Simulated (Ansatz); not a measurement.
One change: `[NH2][GeH2][OH]` becomes `[OH][GeH2][NH]CF`.

Ansatz, PBE0-D4/def2-TZVP geometries, multiplicity 1. Each molecule was computed in one conformer, which needn't be the lowest.

Scalar relativity is left out up to krypton.

```csv
property,`[NH2][GeH2][OH]`
size of the dipole moment (ωB97M-V/def2-TZVPP) / D,2.22
LUMO energy (PBE/def2-TZVPP) / eV,-0.22
LUMO energy (ωB97M-V/def2-TZVPP) / eV,2.23
HOMO–LUMO gap (ωB97M-V/def2-TZVPP) / eV,12.06
HOMO energy (PBE/def2-TZVPP) / eV,-6.01
HOMO–LUMO gap (PBE0/def2-TZVPP) / eV,8.08
```

**Question.** Give the same properties after the change, and the shifts. (Best estimate.)

**Answer.** The calculation gave: 
```csv
property,`[OH][GeH2][NH]CF`,shift
size of the dipole moment (ωB97M-V/def2-TZVPP) / D,2.02,-0.20
LUMO energy (PBE/def2-TZVPP) / eV,-0.17,0.05
LUMO energy (ωB97M-V/def2-TZVPP) / eV,2.36,0.13
HOMO–LUMO gap (ωB97M-V/def2-TZVPP) / eV,12.64,0.58
HOMO energy (PBE/def2-TZVPP) / eV,-6.44,-0.43
HOMO–LUMO gap (PBE0/def2-TZVPP) / eV,8.67,0.59
```

With PBE0 the HOMO falls by 0.45 eV and the LUMO rises by 0.13 eV, so the gap widens by about 0.58 eV. PBE moves the HOMO by -0.43 eV and ωB97M-V by -0.45 eV. The zero-point energy changes by 59.7 kJ/mol with +9 modes. Dipoles are sizes alone; their direction can turn.
